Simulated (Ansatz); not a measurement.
Bond stretch in CH (cation, charge +1), singlet.

- RKS-PBE = restricted PBE/aug-cc-pVTZ (Ansatz, a quantum-chemistry and plane-wave program)
- UKS-PBE = unrestricted PBE/aug-cc-pVTZ (Ansatz)
- UKS-PBE0 = Ansatz with unrestricted PBE0/aug-cc-pVTZ
- FCI = full CI/aug-cc-pVTZ, frozen core in Ansatz

Energies relative to the lowest point of each curve near equilibrium, in eV; the last columns give the error against full CI:

| R / Å | RKS-PBE | UKS-PBE | UKS-PBE0 | FCI | RKS-PBE − FCI | UKS-PBE − FCI | UKS-PBE0 − FCI |
|---|---|---|---|---|---|---|---|
| 0.85 | 2.138 | 2.093 | 2.012 | 1.986 | 0.152 | 0.107 | 0.026 |
| 0.92 | 1.076 | 1.044 | 0.978 | 0.955 | 0.120 | 0.089 | 0.023 |
| 0.98 | 0.519 | 0.498 | 0.447 | 0.430 | 0.090 | 0.068 | 0.018 |
| 1.02 | 0.281 | 0.266 | 0.227 | 0.214 | 0.068 | 0.053 | 0.014 |
| 1.08 | 0.074 | 0.067 | 0.047 | 0.040 | 0.034 | 0.027 | 0.007 |
| 1.10 | 0.036 | 0.032 | 0.018 | 0.014 | 0.023 | 0.018 | 0.005 |
| 1.14 | 0.000 | 0.000 | 0.000 | 0.000 | 0.000 | 0.000 | 0.000 |
| 1.17 | 0.001 | 0.004 | 0.015 | 0.018 | -0.017 | -0.014 | -0.003 |
| 1.20 | 0.022 | 0.027 | 0.049 | 0.056 | -0.034 | -0.029 | -0.007 |
| 1.27 | 0.132 | 0.142 | 0.190 | 0.204 | -0.072 | -0.063 | -0.014 |
| 1.33 | 0.277 | 0.287 | 0.360 | 0.379 | -0.103 | -0.092 | -0.019 |
| 1.43 | 0.580 | 0.588 | 0.703 | 0.727 | -0.147 | -0.139 | -0.025 |
| 1.53 | 0.924 | 0.925 | 1.081 | 1.106 | -0.182 | -0.181 | -0.024 |
| 1.71 | 1.563 | 1.534 | 1.767 | 1.776 | -0.213 | -0.242 | -0.009 |
| 1.88 | 2.131 | 2.058 | 2.361 | 2.339 | -0.208 | -0.281 | 0.022 |
| 2.04 | 2.608 | 2.481 | 2.790 | 2.784 | -0.175 | -0.303 | 0.007 |
| 2.27 | 3.185 | 2.870 | 3.110 | 3.279 | -0.095 | -0.410 | -0.169 |
| 2.50 | 3.635 | 3.031 | 3.293 | 3.624 | 0.010 | -0.594 | -0.331 |
| 2.80 | 4.058 | 3.162 | 3.468 | 3.900 | 0.158 | -0.738 | -0.433 |
| 3.06 | 4.306 | 3.229 | 3.570 | 4.031 | 0.275 | -0.802 | -0.461 |
| 3.45 | 4.527 | 3.271 | 3.658 | 4.124 | 0.404 | -0.853 | -0.465 |
| 3.93 | 4.644 | 3.262 | 3.697 | 4.165 | 0.479 | -0.903 | -0.468 |

RKS-PBE is furthest from FCI at 3.93 (0.479 eV, above); its mean absolute error over the points is 0.139 eV.

UKS-PBE is furthest from FCI at 3.93 (-0.903 eV, below); its mean absolute error over the points is 0.273 eV.

UKS-PBE0 is furthest from FCI at 3.93 (-0.468 eV, below); its mean absolute error over the points is 0.116 eV.

The scan ran from 0.85 to 4.54 Å; beyond the distances shown full CI changes its symmetry label. The restricted form behind RKS-PBE keeps the bonding electrons paired and can't separate into open-shell fragments. The unrestricted determinant behind UKS-PBE, UKS-PBE0 is spin-contaminated at 0.85 to 3.93 Å (<S²> up to 1.0, against 0.00 for a pure singlet).
